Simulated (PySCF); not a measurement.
yttrium atom (Y), doublet (core potentials on Y); PySCF with DF-B3LYP5/def2-SVPD.

PySCF was given this input:
```python
from pyscf import gto, scf, dft

mol = gto.M(
    atom='''
Y     0.00000000    0.00000000    0.00000000
''',
    basis='def2-svpd',
    ecp={'Y': 'def2-svpd'},
    spin=1,
    verbose=4,
)

mf = dft.UKS(mol)
mf.xc = 'b3lyp5'
mf = mf.density_fit(auxbasis='def2-universal-jkfit')
mf.kernel()
```

What the program printed (banner, timings and long lists left out):

```
PySCF version 2.14.0

[INPUT] verbose = 4
[INPUT] num. atoms = 1
[INPUT] num. electrons = 11
[INPUT] charge = 0
[INPUT] spin (= nelec alpha-beta = 2S) = 1
[INPUT] symmetry False subgroup None
[INPUT] Mole.unit = angstrom
[INPUT] Symbol           X                Y                Z      unit          X                Y                Z       unit  Magmom
[INPUT]  1 Y      0.000000000000   0.000000000000   0.000000000000 AA    0.000000000000   0.000000000000   0.000000000000 Bohr   0.0

nuclear repulsion = 0
number of shells = 12
number of NR pGTOs = 60
number of NR cGTOs = 34
basis = def2-svpd
ecp = {'Y': 'def2-svpd'}

******** <class 'pyscf.df.df_jk.DFUKS'> ********
method = DFUKS
initial guess = minao
damping factor = 0
level_shift factor = 0
DIIS = <class 'pyscf.scf.diis.CDIIS'>
diis_start_cycle = 1
diis_space = 8
diis_damp = 0
SCF conv_tol = 1e-09
SCF conv_tol_grad = None
SCF max_cycles = 50
direct_scf = False
number electrons alpha = 6  beta = 5
XC library pyscf.dft.libxc version 7.1.2
    S. Lehtola, C. Steigemann, M. J. T. Oliveira, and M. A. L. Marques,  SoftwareX 7, 1–5 (2018)
XC functionals = b3lyp5
    P. A. M. Dirac,  Math. Proc. Cambridge Philos. Soc. 26, 376 (1930)
    F. Bloch,  Z. Phys. 57, 545 (1929)
    A. D. Becke,  Phys. Rev. A 38, 3098 (1988)
    C. Lee, W. Yang, and R. G. Parr,  Phys. Rev. B 37, 785 (1988)
    B. Miehlich, A. Savin, H. Stoll, and H. Preuss,  Chem. Phys. Lett. 157, 200 (1989)
    S. H. Vosko, L. Wilk, and M. Nusair,  Can. J. Phys. 58, 1200 (1980)
radial grids:
    Treutler-Ahlrichs [JCP 102, 346 (1995); DOI:10.1063/1.469408] (M4) radial grids

becke partition: Becke, JCP 88, 2547 (1988); DOI:10.1063/1.454033
pruning grids: <function nwchem_prune>
grids dens level: 3
symmetrized grids: False
atomic radii adjust function: <function treutler_atomic_radii_adjust>
small_rho_cutoff = 0
Set gradient conv threshold to 3.16228e-05
tot grids = 21880
******** <class 'pyscf.df.df.DF'> ********
auxbasis = def2-universal-jkfit
init E= -32.8813759261454

cycle= 1 E= -37.7155589447188  delta_E= -4.83  |g|= 0.556  |ddm|= 3.36
cycle= 2 E= -37.7196482914662  delta_E= -0.00409  |g|= 0.688  |ddm|=  3.5
cycle= 3 E= -38.1810607109381  delta_E= -0.461  |g|= 0.105  |ddm|= 3.04
cycle= 4 E= -38.1877935027956  delta_E= -0.00673  |g|= 0.034  |ddm|= 0.243
cycle= 5 E= -38.1892357125385  delta_E= -0.00144  |g|= 0.00296  |ddm|= 0.211
cycle= 6 E= -38.1893340050123  delta_E= -9.83e-05  |g|= 0.00239  |ddm|= 0.0363
cycle= 7 E= -38.1894113407793  delta_E= -7.73e-05  |g|= 0.00134  |ddm|= 0.0377
cycle= 8 E= -38.1894622955346  delta_E= -5.1e-05  |g|= 0.000708  |ddm|= 0.0419
cycle= 9 E= -38.1894781885147  delta_E= -1.59e-05  |g|= 0.000551  |ddm|= 0.0198
cycle= 10 E= -38.1894952801509  delta_E= -1.71e-05  |g|= 0.000289  |ddm|= 0.0315
cycle= 11 E= -38.1895004207782  delta_E= -5.14e-06  |g|= 0.000106  |ddm|= 0.0252
cycle= 12 E= -38.1895005630049  delta_E= -1.42e-07  |g|= 5.87e-05  |ddm|= 0.00236
cycle= 13 E= -38.1895006131081  delta_E= -5.01e-08  |g|= 2.67e-05  |ddm|= 0.00228
cycle= 14 E= -38.1895006271839  delta_E= -1.41e-08  |g|= 6.59e-06  |ddm|= 0.000744
cycle= 15 E= -38.1895006277553  delta_E= -5.71e-10  |g|= 1.79e-06  |ddm|= 0.000229
Extra cycle  E= -38.189500627779  delta_E= -2.37e-11  |g|= 1.15e-06  |ddm|= 1.62e-05
converged SCF energy = -38.189500627779  <S^2> = 0.80822778  2S+1 = 2.057404
```
